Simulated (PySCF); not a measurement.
Input for PySCF: R-B3LYP/6-31G* on C2H7F (a complex), monomers drawn apart or pushed together.

```python
from pyscf import gto, scf, dft, mp
from pyscf.data.elements import chemcore

mol = gto.M(
    atom='''
    C     0.00921336   -0.06723437    0.19097256
    H    -0.35869810    0.61287556    0.95730673
    H    -0.43650266   -1.05181114    0.33060710
    H    -0.25914949    0.31170942   -0.79431912
    H     1.09373677   -0.14630387    0.26221970
    C     0.08614586    0.02602422    4.36997674
    F    -0.55575439    1.16103310    3.88629037
    H     0.93533970    0.33725733    4.97959925
    H    -0.62075614   -0.54594702    4.97230136
    H     0.42806290   -0.56963359    3.52322061
    ''',
    basis='6-31g*',
    cart=True,
    charge=0, spin=0, verbose=3, max_memory=1800)
mf = dft.RKS(mol, xc='b3lyp')
mf.conv_tol = 1e-8
mf.max_cycle = 100
mf.kernel()
if not mf.converged:
    mf = mf.newton().run(mf.mo_coeff, mf.mo_occ)
```

**Question.** Predict the final total energy.

**Answer.** -180.2535 hartree.
